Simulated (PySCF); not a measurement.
Geometry:
| atom | x (Å) | y (Å) | z (Å) |
| --- | --- | --- | --- |
| C1 | -1.793 | -0.549 | -0.121 |
| C2 | -1.617 | 0.758 | 0.114 |
| O3 | -0.437 | 1.362 | 0.404 |
| Si4 | 0.981 | 0.463 | 0.285 |
| O5 | 0.521 | -1.120 | 0.411 |
| C6 | -0.718 | -1.594 | -0.070 |
| H7 | -2.805 | -0.890 | -0.353 |
| H8 | -2.454 | 1.463 | 0.088 |
| H9 | 1.874 | 0.807 | 1.417 |
| H10 | 1.616 | 0.767 | -1.027 |
| H11 | -1.036 | -2.417 | 0.594 |
| H12 | -0.580 | -2.047 | -1.072 |

Geometry: PBE0-D3(BJ)/def2-SVP; GIAO shifts from PySCF 2.14.0 with density-fitted response routines, gas phase, non-relativistic, averaged over equivalent atoms.

At B3LYP/pcSseg-1 (139 basis functions, 12 s wall time on 1 thread of an Arm Neoverse V2, shared host):
```json
{"atoms": "C2", "δ (ppm)": "151.3"}
{"atoms": "C1", "δ (ppm)": "109.7"}
{"atoms": "C6", "δ (ppm)": "66.1"}
{"atoms": "O3", "δ (ppm)": "116.4"}
{"atoms": "O5", "δ (ppm)": "32.5"}
{"atoms": "Si4", "δ (ppm)": "-35.8"}
{"atoms": "H8", "δ (ppm)": "6.45"}
{"atoms": "H9/H10", "δ (ppm)": "4.93"}
{"atoms": "H11/H12", "δ (ppm)": "4.68"}
{"atoms": "H7", "δ (ppm)": "4.26"}
```

Referencing at the same level of theory: $^{13}$C (179.24 ppm), $^{29}$Si (337.86 ppm), $^{1}$H (31.38 ppm) against TMS; $^{17}$O (334.04 ppm) vs H2O.

Q: Estimate the result of repeating the calculation with mPW1PW91/pcSseg-1.

A: 
```
  atoms  δ at mPW1PW91/pcSseg-1  change
     C2                   150.5    -0.8
     C1                   108.9    -0.8
     C6                    64.5    -1.6
     O3                   109.2    -7.2
     O5                    25.2    -7.3
    Si4                   -29.3    +6.5
     H8                    6.49   +0.04
 H9/H10                    4.96   +0.03
H11/H12                    4.61   -0.07
     H7                    4.35   +0.09
```

Referencing at the same level of theory: $^{13}$C (σref 183.54) and $^{29}$Si (σref 350.83) and $^{1}$H (σref 31.32) against TMS; H2O for $^{17}$O (σref 333.30).

The largest change is at O5 (oxygen bonded to C, Si, in a 6-membered ring). Cost: 139 basis functions, 17 s wall time on 1 thread of an Arm Neoverse N1, shared host. The order of the carbon signals is the same at both levels.

Experimental scales use liquid or dissolved standards, which lie at an offset from isolated H2O (liquid H2O: subtract about 36 ppm).
